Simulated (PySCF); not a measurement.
C₂H₈Zr, SMILES [CH3][ZrH2][CH3], multiplicity 1. The structure is a stationary point at B3LYP-D3(BJ)/def2-SVP. The multiplicity is an assumed one; no other spin state was optimised. The structure was generated by enumeration; whether it is a known compound was not checked. The def2 effective core potentials stand for the cores of Zr; spin–orbit coupling is left out.

All values below come from B3LYP-D3(BJ)/def2-SVP run with PySCF.

Harmonic wavenumbers (cm⁻¹): 97, 101, 130, 234, 292, 317, 438, 465, 474, 538, 555, 574, 618, 1144, 1146, 1387, 1391, 1391, 1391, 1639, 1670, 2971, 2972, 3057, 3058, 3086, 3090. Rotational constants (GHz): 9.606, 4.414, 3.347; symmetry number 2.

Problem. Work out the zero-point energy and the ideal-gas rigid-rotor harmonic-oscillator thermochemistry at 298.15 K and 1 atm.

Solution. ZPE = ½ Σ hcν = ½ × 34226 cm⁻¹ = 48.93 kcal/mol. H − E(el) = 54.47 kcal/mol. Entropy in cal/(mol K): translation 40.34, rotation 23.85, vibration 19.06, total 83.25. G − E(el) = 29.64 kcal/mol. Cp = 28.30 cal/(mol K). Modes under 150 cm⁻¹ make the vibrational entropy uncertain.
